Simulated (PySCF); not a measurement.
Match each property card to its molecule.

Structures:
1. `C=CC[As](C)C(C)C`
2. `C[C@@H](F)c1ccccc1`
3. `C=CC[SiH2]C(F)(F)F`
4. `C[S][GeH2][Se][GeH3]`

Card P (geometry PBE0-D3(BJ)/def2-SVP):
- Rotational constants A, B, C: 3.474, 1.128, 0.949 GHz
- Static isotropic polarisability (CAM-B3LYP/def2-SVPD): 92.3 au
- Lowest triplet excitation (Tamm–Dancoff) (TDA CAM-B3LYP/def2-SVPD): 4.07 eV
- Vertical ionisation energy (ΔSCF CAM-B3LYP/def2-SVPD): 9.11 eV
- Point group: C1
- 13C chemical shifts (computed TMS as zero) by class (GIAO PBE0/pcSseg-1): 149.6 (1 C), 133.9 (2 C), 132.9 (1 C), 129.2 (2 C), 91.6 (1 C), 27.9 (1 C) ppm
- Isotropic shieldings of nuclei other than C and H, by class (GIAO PBE0/pcSseg-1): 384 (1 F) ppm

Card Q (geometry PBE0-D3(BJ)/def2-SVP):
- Rotational constants A, B, C: 3.895, 0.758, 0.747 GHz
- Static isotropic polarisability (CAM-B3LYP/def2-SVPD): 79.4 au
- 13C chemical shifts (computed TMS as zero) by class (GIAO HF/pcSseg-1): 139.4 (1 C), 124.8 (1 C), 117.0 (1 C), 11.6 (1 C) ppm
- Dipole moment (CAM-B3LYP/def2-SVPD): 2.43 D
- Isotropic shieldings of nuclei other than C and H, by class (GIAO HF/pcSseg-1): 298 (3 F), 425 (1 Si) ppm

Card R (geometry PBE0-D3(BJ)/def2-SVP):
- Rotational constants A, B, C: 1.281, 0.709, 0.564 GHz
- Static isotropic polarisability (PBE0/def2-SVPD): 126.5 au
- Vertical ionisation energy (ΔSCF PBE0/def2-SVPD): 8.61 eV
- Strongest line among the 10 lowest singlet transitions (TDDFT PBE0/def2-SVPD): S3 at 5.11 eV (243 nm, f = 0.023)
- HOMO energy (PBE0/def2-SVPD): -6.90 eV
- Lowest singlet excitation (TDDFT PBE0/def2-SVPD): 4.82 eV (257 nm, f = 0.004)
- Lowest triplet excitation (Tamm–Dancoff) (TDA PBE0/def2-SVPD): 4.44 eV

Card S (geometry PBE0-D3(BJ)/def2-SVP):
- Rotational constants A, B, C: 1.804, 1.064, 0.912 GHz
- Static isotropic polarisability (CAM-B3LYP/def2-SVPD): 119.7 au
- Lowest triplet excitation (Tamm–Dancoff) (TDA CAM-B3LYP/def2-SVPD): 4.12 eV
- Point group: C1
- HOMO energy (CAM-B3LYP/def2-SVPD): -7.63 eV
- Dipole moment (CAM-B3LYP/def2-SVPD): 0.81 D
- 13C chemical shifts (computed TMS as zero) by class (GIAO KT2/pcSseg-1): 129.5 (1 C), 112.0 (1 C), 33.0 (1 C), 30.9 (1 C), 21.5 (2 C), 8.4 (1 C) ppm

All species are isolated and taken at one optimised geometry, non-relativistic unless stated; the electronic structure was computed with PySCF and density fitting. NMR classes are plain means over equivalent atoms (diastereotopic ones count apart unless rotation or inversion swaps them), as if these changed places fast.

Which card belongs to which structure?

P = 2, Q = 3, R = 4, S = 1. What ties each card to its structure:
- 1 (card S), C7H15As, monoisotopic mass 174.0 u, 8 heavy atoms: 7 C in 6 classes; the least shielded carbon (129.5 ppm) is an alkene CH carbon; an asymmetric top with C = 0.912 GHz; polarisability 119.7 au for 90 electrons; dipole 0.81 D. NMR values of atoms bound to As lack the spin–orbit term that these neighbours bring.
- 2 (card P), C8H9F, monoisotopic mass 124.1 u, 9 heavy atoms: 8 C in 6 classes; the least shielded carbon (149.6 ppm) is a substituted aromatic carbon; an asymmetric top with C = 0.949 GHz, the highest such constant on the cards; polarisability 92.3 au for 66 electrons.
- 3 (card Q), C4H7F3Si, monoisotopic mass 140.0 u, 8 heavy atoms: 4 C in 4 classes; the least shielded carbon (139.4 ppm) is an alkene CH carbon; an asymmetric top with C = 0.747 GHz; polarisability 79.4 au for 72 electrons; dipole 2.43 D.
- 4 (card R), CH8Ge2SSe, monoisotopic mass 279.8 u, 5 heavy atoms: an asymmetric top with C = 0.564 GHz, the lowest such constant on the cards; polarisability 126.5 au for 128 electrons.
